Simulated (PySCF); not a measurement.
This PySCF input asks for the spin–spin couplings of SMILES B[AsH]BF, AsB$_{2}$FH$_{4}$; the geometry comes from GFN2-xTB.

```python
import basis_set_exchange as bse
import numpy as np
from pyscf import gto, dft
from pyscf.data import nist
from pyscf.prop import ssc

atoms = """
B     1.337242    0.551713   -0.040266
As    0.067652   -0.498715   -1.083258
B    -1.412084   -0.123285    0.163485
F    -1.851830    1.116669    0.283358
H     2.270919    0.071336    0.478062
H     1.207404    1.715660   -0.000931
H     0.392714   -1.889438   -0.604280
H    -2.002960   -0.934528    0.779265
"""
names = {"B": "pcJ-1", "As": "pcSseg-1", "F": "pcJ-1", "H": "pcJ-1"}
basis = {el: gto.basis.parse(bse.get_basis(n, elements=[el], fmt="nwchem")) for el, n in names.items()}
mol = gto.M(atom=atoms, basis=basis, charge=0, verbose=0)
mf = dft.RKS(mol, xc="B3LYP")
mf.grids.level = 2
mf.grids.alignment = dft.numint.BLKSIZE   # the property module wants whole blocks of grid points
mf.conv_tol = 1e-9
mf.kernel()

sc = ssc.RKS(mf)
sc.with_fcsd = True   # Fermi contact and spin-dipole together
sc.max_cycle_cphf = 60
g = {"B": 1.7924326, "F": 5.257736, "H": 5.58569468}   # nuclear g factors of 11B, 19F, 1H
sc.nuc_pair = [(i, j) for i in range(mol.natm) for j in range(i + 1, mol.natm)
               if mol.atom_pure_symbol(i) in g and mol.atom_pure_symbol(j) in g]
K = sc.kernel()
unit = nist.HARTREE2J / nist.PLANCK * (0.5 * nist.E_MASS / nist.PROTON_MASS) ** 2
for (i, j), k in zip(sc.nuc_pair, K):
    a, b = mol.atom_pure_symbol(i), mol.atom_pure_symbol(j)
    J = unit * g[a] * g[b] * np.trace(k) / 3
    if abs(J) >= 1:
        print("%s%d %s%d %8.1f Hz" % (a, i, b, j, J))
```

**Question.** Give the expected output.

**Answer.** 
```
B0 F3      8.9 Hz
B0 H4    147.9 Hz
B0 H5    144.5 Hz
B0 H6     -3.6 Hz
B2 F3   -205.9 Hz
B2 H6      2.8 Hz
B2 H7    179.0 Hz
F3 H4      1.7 Hz
F3 H5      1.9 Hz
F3 H6     30.4 Hz
F3 H7     51.4 Hz
H4 H6      9.7 Hz
H5 H6     15.3 Hz
H5 H7     -1.0 Hz
H6 H7      1.8 Hz
```

These numbers come from an equivalent density-fitted implementation of the same equations, which agrees with the script to about 0.1 Hz, so last digits may differ.

Size and cost of the density-fitted run: 162 basis functions, 41 s wall time on 1 thread of an Arm Neoverse N1, shared host; peak memory 0.77 GiB.
